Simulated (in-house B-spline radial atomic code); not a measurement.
**RPA and G0W0 on SCAN: the zirconium ion Zr⁴⁺**

Configuration [Ar] 3d10 4s2 4p6, mean-field start SCAN. Computed with a B-spline radial code for spherical atoms: all electrons, non-relativistic, point nucleus, each spin shell either full or empty, empty states to l = 9 with an (l + 1/2)⁻⁴ tail; G0W0 by contour deformation at full frequency.

Without relativity these are model numbers: it shifts the levels of so heavy an element strongly and can reorder them.

Command:
```bash
python run_gw.py task.json out
```
Settings (radii: box in bohr, nucleus in fm):
```
Z                        40
electrons                36
configuration            [Ar] 3d10 4s2 4p6
hamiltonian              nr
method                   scan,scan
lmax                     9
spin_polarised           False
box_radius               11.96
intervals                51
```

Run time, properties included: 1.2 s on 1 thread of AMD EPYC 7R13 Processor, on a shared host.

Energies (hartree):

```tsv
term	value
mean-field total	-3538.36612
Hartree-Fock functional on these orbitals	-3536.28163
direct second order	-3.0029
second-order exchange	0.85809
SOSEX correction	0.7986
```

(1) What is the RPA correlation energy, and what remains with SOSEX?

Quasi-particle levels (eV):

```csv
level,occupied,mean field,Σx - vxc,Σc,QP weight,G0W0
4p,yes,-73.30,-6.83,?,?,?
3d,yes,-223.10,-23.97,7.41,0.895,-239.67
4d,no,-40.05,7.31,-2.15,0.965,-34.88
```

G0W0 = mean field + (Σx - vxc) + Σc, with Σc (partial-wave tail included) taken at the quasi-particle energy. Only the outer levels were computed. Levels of low weight are left out.

(2) Where does G0W0 put 4p?

Answers

(1) RPA gives -2.6566 hartree (-2.01 eV per electron); RPA + SOSEX gives -1.858, and the second-order doubles -2.1448 hartree (no singles). RPA lacks exchange-type terms and so overcorrelates at short range.

(2) At -80.71 eV, with Σc = -0.57 eV and a quasi-particle weight of 0.951. The tabulated removal energy is 80.348 ± 0.007 eV (NIST, semi-empirical); the calculation leaves out relativity, Breit and QED terms, and what these don't explain is the method's own error.
